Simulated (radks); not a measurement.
The nitrogen ion N2+ inside a hard spherical wall (all orbitals vanish at R), configuration held at [He] 2s2 2p1 and not refilled when levels cross. Calculated with a radial shooting solver on a logarithmic mesh with Libxc functionals: scalar-relativistic Kohn-Sham, r2SCAN, spin-polarised, spherical densities, finite nucleus; open shells are filled with parallel spins first; meta-GGA in the generalised Kohn-Sham scheme; Fermi nuclear charge, rms radius 2.5582 fm. Eigenvalues in eV for spin up, with the zero of energy where the potential of the charges vanishes at infinity; a dash marks a level that is unbound or too diffuse for the functional's potential to be trusted. A positive occupied level is held by the wall or, in an anion where self-interaction has pushed it up, behind a barrier. The pressure on the wall is -dE/dV.

| R (bohr) | E (hartree) | kinetic (hartree) | e(1s) | e(2s) | e(2p) | e(3s, empty) | e(3p, empty) | pressure (GPa) |
|---|---|---|---|---|---|---|---|---|
| free | -52.93129 | 52.878 | -429.04 | -51.321 | -38.584 | - | - | 0 |
| 15 | -52.93129 | 52.878 | -429.04 | -51.321 | -38.584 | - | - | < 0.0001 |
| 10 | -52.93129 | 52.878 | -429.04 | -51.321 | -38.584 | - | - | < 0.0001 |
| 6 | -52.93128 | 52.878 | -429.04 | -51.321 | -38.584 | -10.795 | -7.840 | 0.00120 |
| 5 | -52.93115 | 52.879 | -429.03 | -51.315 | -38.576 | -8.998 | -5.602 | 0.0378 |
| 4 | -52.92853 | 52.908 | -428.88 | -51.225 | -38.463 | -3.565 | 0.295 | 1.21 |
| 3.5 | -52.91920 | 52.989 | -428.49 | -50.975 | -38.159 | 2.765 | 6.543 | 6.79 |
| 2.5 | -52.72458 | 54.093 | -424.03 | -47.418 | -34.292 | 40.372 | 39.931 | 214 |
| 1.5 | -49.66532 | 63.675 | -397.81 | -7.745 | -0.659 | 247.74 | 203.19 | 9770 |
